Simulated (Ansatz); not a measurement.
Ansatz (an electronic-structure program) input for C₄H₉O, SMILES CC(C)(C)[O], multiplicity 2, PBE/def2-TZVPD. Geometry: PBE0-D3(BJ)/def2-SVP. The isomer is the one that the SMILES or the coordinates give; other isomers of the formula were not compared.

Ansatz 0.2 input:
```yaml
crystal:
  periodic: [false, false, false]
  atoms:
    - {symbol: C, position_ang: [-0.57971893, -1.37490078, 0.00000037]}
    - {symbol: C, position_ang: [0.08189410, 0.02369740, -0.00000001]}
    - {symbol: C, position_ang: [-0.31037746, 0.78875619, -1.26786579]}
    - {symbol: C, position_ang: [-0.31037747, 0.78875687, 1.26786535]}
    - {symbol: O, position_ang: [1.42029945, -0.26738706, 0.00000008]}
    - {symbol: H, position_ang: [-1.67208571, -1.24485976, 0.00000033]}
    - {symbol: H, position_ang: [-0.28428284, -1.94038599, 0.89452820]}
    - {symbol: H, position_ang: [-0.28428283, -1.94038646, -0.89452717]}
    - {symbol: H, position_ang: [-1.39495061, 0.97227193, -1.30515714]}
    - {symbol: H, position_ang: [0.20309770, 1.76159205, -1.29506044]}
    - {symbol: H, position_ang: [-0.01327988, 0.21957004, -2.16038092]}
    - {symbol: H, position_ang: [-0.01327992, 0.21957121, 2.16038080]}
    - {symbol: H, position_ang: [-1.39495062, 0.97227263, 1.30515661]}
    - {symbol: H, position_ang: [0.20309768, 1.76159274, 1.29505949]}
basis:
  gaussian:
    orbitals: def2-TZVPD
hamiltonian:
  xc: {name: PBE}
magnetization: {spin_polarized: true, initial_magnetization: 1}
```

Log of the run:

```
WARN ansatz: RAYON_NUM_THREADS=2 ignored (pool sized by the plan → 2); use --threads N
Functional definition: PBE
integrals: 0.19 GiB planned
1339 factors; their error is unknown
mean field: 1.94 GiB planned
mean field evaluation 1: about -6317.7539 eV, gradient 6.0e1 eV
mean field evaluation 2: about -6285.4528 eV, gradient 9.4e1 eV
mean field evaluation 4: about -6334.0762 eV, gradient 1.1e1 eV
mean field evaluation 8: about -6334.5145 eV, gradient 2.3e-1 eV
mean field evaluation 16: about -6334.4555 eV, gradient 4.7e-4 eV
mean field evaluation 32: about -6334.2501 eV, gradient 4.7e-3 eV
mean field -6334.45549038 eV, -232.7869456232 hartree, gradient 4.1e-6 eV, S^2 0.752477; 4 other end points of the search recorded, 0 dependent functions left out
reference -6334.45554591 eV, -232.7869476639 hartree; 21, 20 occupied and 248, 249 virtual orbitals, 1339 factors
Total energy: -6334.45554591 eV, -232.7869476639 hartree
```

The run converged.
